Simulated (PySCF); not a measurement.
# Ga(OH)3, singlet: structure and spectrum

Method: B3LYP/[Ga def2-SVP, O def2-SVP, H def2-SVP], no relativity, density fitting, PySCF.

The structure is a minimum.

```xyz
7
charge 0 multiplicity 1, angstrom
Ga    0.0000    0.0000    0.0000
O     1.7786    0.1195    0.0000
O    -0.9927    1.4806    0.0000
O    -0.7858   -1.6000    0.0000
H     2.2156   -0.7425    0.0000
H    -0.4648    2.2900    0.0000
H    -1.7508   -1.5475    0.0000
```

```
Point group                                                                   : C3h
Bond lengths                                                                  : Ga–O 1.783 Å (×3), O–H 0.966 Å (×3)
Bond angles                                                                   : Ga–O–H 113.0° (×3), O–Ga–O 120.0° (×3)
Enthalpy at 298.15 K above 0 K                                                : 18.96 kJ/mol
Principal quadrupole moments (Buckingham, traceless) about the centre of mass : -0.37, -0.37, 0.74 D Å
Rotational symmetry number                                                    : 3
Rotational constants                                                          : 0.1995, 0.1995, 0.09976 cm⁻¹
Dipole moment                                                                 : 0.00 D
Highest occupied level                                                        : -8.28 eV
Atomisation energy without zero-point energy                                  : 2409 kJ/mol
Principal polarisabilities                                                    : 21.9, 34.8, 34.8 bohr³
Heat capacity Cp at 298.15 K                                                  : 94.6 J/(mol K)
Zero-point energy                                                             : 105.9 kJ/mol
Lowest empty level                                                            : -1.05 eV
Entropy at 298.15 K and 1 bar                                                 : 316.6 J/(mol K)
```

Harmonic modes (masses in u: Ga 68.926, O 15.995, H 1.008):
```
symmetry  ω (cm⁻¹)  IR (km/mol, summed over degenerate members)  μ (u)
      e'       182                                         42.5   5.59
     a''       196                                         20.9  11.17
     a''       309                                          338   1.09
     e''       335                                          0.0   1.11
      a'       658                                          0.0  12.75
      e'       737                                          227  14.49
      a'       809                                          0.0   1.06
      e'       846                                          250   1.14
      e'      3843                                          194   1.07
      a'      3845                                          0.0   1.07
```

In C3h the vibrations span 4e' + 2a'' + e'' + 3a'. The a', e'' modes carry no infrared intensity, as symmetry demands.

Charges (e):
```csv
atom,Mulliken,Löwdin,polar tensor,Mayer order to Ga1
Ga1,0.69,0.27,1.46,–
"O2,3,4",-0.42,-0.18,-0.75,1.14
"H5,6,7",0.19,0.10,0.26,0.03
```
Other Mayer orders above 0.3: O–H 0.96 (×3).

Mulliken populations on Ga1: s 6.80, p 13.17, d 10.34.

This need not be the most stable arrangement of these atoms.

The final relaxation and frequency run took 69 s on 2 threads of a shared Arm Neoverse N1 host, with 89 basis functions and 12 gradients; the process peaked at 1.5 GiB.
